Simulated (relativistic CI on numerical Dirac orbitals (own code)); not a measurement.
Ir⁵⁸⁺: sensitivity of the levels to the model

Base calculation: Dirac-Coulomb-Breit CI, orbitals from a KLI potential per configuration, model QED (radiative potential, 1s self-energy scaled to tabulated hydrogen-like ionisation energies), unscaled Slater integrals.

CI space (outside the closed core [Ne]): 3s²3p⁶3d, 3s²3p⁵3d², 3s3p⁶3d², 3s²3p⁶4s, 3s²3p⁶4p, 3s²3p⁶4d, 3s²3p⁵3d4s, 3s²3p⁶4f, 3s²3p⁵3d4p, 3p⁶3d³, 3p⁵3d⁴, 3p⁵3d³4s. Double excitations out of closed p, d and f shells are left out; levels of such configurations are missing from the list, as are those of other unlisted configurations, and high levels can miss mixing partners. These lack a partner that the ground configuration has and come out too high: 3s²3p⁵3d4p.

The lowest level and the first level of each name with at least 55 % of one term (blank where a level has no safe partner in the second run):

```
            Level  Base (eV)  Shift (eV)
   3s²3p⁶3d ²D3/2       0.00        0.00
   3s²3p⁶3d ²D5/2      93.29       -0.01
 3s²3p⁵3d² ⁴D°1/2     269.01       -0.24
 3s²3p⁵3d² ⁴G°9/2     358.21       -0.24
3s²3p⁵3d² ²H°11/2     369.82       -0.24
 3s²3p⁵3d² ²G°9/2     388.50       -0.24
 3s²3p⁵3d² ²F°5/2     416.31       +0.05
 3s²3p⁵3d² ²P°1/2     423.33       -0.21
3s²3p⁵3d² ⁴G°11/2     451.54       -0.24
   3s3p⁶3d² ⁴F3/2     921.53       -0.35
   3s3p⁶3d² ⁴P1/2     953.25       -0.29
   3s3p⁶3d² ⁴F7/2    1011.59       -0.39
   3s3p⁶3d² ⁴P3/2    1023.38       -0.39
   3s3p⁶3d² ²G9/2    1028.96       -0.31
```

At this charge energies of transitions that change n are usually good to better than 1 %, and those within a shell (Δn = 0) to a few per cent.

(1) One thing was changed in a second run, which moved the levels as shown. Which?
A. one mean potential for all configurations
B. only the first 3 configurations
C. Breit term removed
D. QED terms removed

Answers

(1) B. Only the first 3 configurations. With fewer configurations the levels that remain lose their mixing partners.

LS names give the leading component of a level, which can be under half, so a name can repeat, a term be missing and a line seem to break the LS rules.
